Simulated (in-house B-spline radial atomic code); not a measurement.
Configurations of the tantalum ion Ta³⁺, with energies counted from [Xe] 4f14 5d2. All numbers are computed (Dirac-Hartree-Fock, average of configuration; Fermi nucleus of rms radius 5.3507 fm) with a radial B-spline atomic code at the basis-set limit, not measured. Energies include first-order Breit, QED and recoil terms.

Occupations are held fixed; configurations that lie above the ionisation limit could autoionise.

| configuration | E - E(ref) (eV) | highest orbital | its <r> (bohr) |
| --- | --- | --- | --- |
| [Xe] 4f14 5d1 6s1 | 2.8286 | 6s1/2 | 2.73 |
| [Xe] 4f14 5d1 6g1 | 27.929 | 6g7/2 | 10.96 |
| [Xe] 4f13 5d2 6s1 | 28.784 | 6s1/2 | 2.671 |
| [Xe] 4f14 5d1 8g1 | 30.579 | 8g7/2 | 21.43 |
| [Xe] 4f13 5d2 7p1 | 47.206 | 7p3/2 | 5.989 |
| [Xe] 4f13 5d2 8p1 | 52.126 | 8p3/2 | 9.434 |
| [Xe] 4f13 5d2 9p1 | 54.76 | 9p3/2 | 13.62 |
| [Kr] 4d10 4f14 5s2 5p5 5d2 8g1 | 71.25 | 8g7/2 | 21.41 |

(1) Order these further configurations by energy, lowest first.
A. [Kr] 4d10 4f14 5s2 5p5 5d2 7s1
B. [Xe] 4f13 5d2 8s1
C. [Kr] 4d10 4f14 5s2 5p5 5d2 8f1
D. [Kr] 4d10 4f14 5s2 5p5 5d2 7f1
E. [Kr] 4d10 4f14 5s2 5p5 5d2 9f1

(2) How far above the reference does [Xe] 4f14 5d1 5f1 lie?

(3) How far above the reference does [Xe] 4f14 5d1 7p1 lie?

(4) How far above the reference does [Kr] 4d10 4f14 5s2 5p5 5d2 6g1 lie?

Results:

(1) B (50.789 eV), A (58.549 eV), D (68.45 eV), C (70.112 eV), E (71.187 eV).

(2) 20.093 eV; its least bound orbital is 5f7/2 with <r> = 4.31 bohr.

(3) 20.654 eV; its least bound orbital is 7p3/2 with <r> = 6.069 bohr.

(4) 68.598 eV; its least bound orbital is 6g7/2 with <r> = 10.94 bohr.
